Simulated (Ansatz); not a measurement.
Mulliken charges of CH₂F₂OZn, SMILES `FC(F)[O][ZnH]` from PBE/def2-TZVPP in Ansatz (PBE0-D4/def2-TZVP geometry).

| atom | x (Å) | y (Å) | z (Å) | charge (e) |
| --- | --- | --- | --- | --- |
| F1 | 0.264 | -1.644 | -0.081 | -0.195 |
| C2 | 0.121 | -0.594 | 0.795 | 0.362 |
| F3 | -1.241 | -0.464 | 0.949 | -0.197 |
| O4 | 0.660 | 0.508 | 0.323 | -0.354 |
| Zn5 | 0.040 | 1.206 | -1.233 | 0.339 |
| H6 | 0.537 | -0.904 | 1.758 | 0.085 |
| H7 | -0.381 | 1.892 | -2.512 | -0.040 |

**Question.** By hand: the dipole of these point charges (1 e Å = 4.8032 D).

**Answer.** Σ q r = (0.078, 0.273, -0.166) e Å, of length 0.329 e Å = 1.58 D.

**Question.** How does the dipole of the full density compare? (Estimate.)

**Answer.** Computed: (0.117, 0.308, -0.149) e Å, 1.74 D; the point charges give 0.91 times that, at 7° from its direction.

Point charges leave out the atoms' own dipoles, such as those of lone pairs, and Mulliken's split depends on the basis, so the close match here is no proof of good charges.
